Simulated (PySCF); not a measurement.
# Computed properties of C2H9ClOSi2, SMILES [Si@@H]([SiH3])(Cl)CCO

C2H9ClOSi2, SMILES OCC[Si@H]([SiH3])Cl. Geometry: PBE0-D3(BJ)/def2-SVP. The structure was generated by enumeration; whether it is a known compound was not checked. The values are those of a single conformer. All values are computed for the isolated molecule unless a solvent is named; none is compared with measurement here.

**Structure.** All 39 harmonic modes at PBE0-D3(BJ)/def2-SVP (PySCF) are real, so it is a minimum. With heavy atoms numbered as in [OH:1][CH2:2][CH2:3][Si@H:4]([SiH3:5])[Cl:6], the shortest bond between them is O1–C2 at 1.403 Å and the longest Si4–Si5 at 2.343 Å.

**Vibrations.** The strongest infrared lines (harmonic, unscaled, degenerate partners summed) lie at 764 cm⁻¹ (187 km/mol, H 85 %), 2226 cm⁻¹ (138 km/mol, H 96 %), 873 cm⁻¹ (137 km/mol, H 87 %, Si 11 %). The softest mode is at 53 cm⁻¹ and the zero-point energy is 66.8 kcal/mol.

**Electronic structure.** PBE0/def2-TZVP (PySCF) places the frontier levels at -7.64 and -0.04 eV, a gap of 7.60 eV, and gives a dipole moment of 3.30 D and a mean polarisability of 97.0 bohr³. PBE/def2-TZVP (PySCF) at the same geometry gives -6.38 and -0.92 eV, so its gap is 2.14 eV narrower. An orbital gap is neither the optical nor the fundamental gap.

**Excitations.** TDA-B3LYP/def2-SVPD (PySCF) has S1 at 6.23 eV (199 nm, f = 0.025, weak); the most intense of the 6 singlets computed lies at 7.11 eV (f = 0.10). T1 (TDA) is at 5.65 eV, 0.58 eV under S1. TDA-PBE/def2-SVPD (PySCF) puts S1 at 5.58 eV. No vertical singlet excitation falls in the visible range (under 3.1 eV).

**NMR.** GIAO shifts at HF/pcSseg-1 (PySCF) (non-relativistic, atoms alike by connectivity averaged): ¹³C from 21.0 to 57.0 ppm against TMS; ¹H from 1.1 to 5.1 ppm against TMS; ²⁹Si from -89.1 to 6.2 ppm against TMS. Without spin–orbit terms, shifts of atoms bonded to Cl or Br come out too high.

**Solvation.** SMD-ωB97X/def2-SVP (PySCF) gives -3.6 kcal/mol in water, -5.8 kcal/mol in diethylether, -7.0 kcal/mol in 1-octanol (1 M in both phases, gas-phase geometry); of these solvents 1-octanol holds the molecule best.
